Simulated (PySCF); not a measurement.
Computed IR spectrum (relative IR intensity) of a molecule CH₇GeN. The structure is a stationary point at PBE0-D3(BJ)/def2-SVP. The values are those of a single conformer. Level of theory: PBE0-D3(BJ)/def2-SVP (PySCF). Frequencies are harmonic and unscaled.

Lines under 2 % of the strongest are left out, and lines within 2 cm⁻¹ are merged.

ν (cm⁻¹): 159 (w), 193 (vw), 426 (w), 533 (s), 599 (m), 643 (w), 678 (m), 740 (m), 853 (m), 855 (w), 862 (m), 924 (w), 1250 (w), 1432 (vw), 1553 (w), 2148 (vs), 3569 (vw), 3667 (w) (against the strongest line: vs over 80 %, s over 45 %, m over 15 %, w over 4 %, vw less)

Task: Which molecule gave these data?
A. C[NH][GeH3]
B. [CH3][GeH2][NH2]
C. N[CH2][GeH3]

Result: B, [CH3][GeH2][NH2]
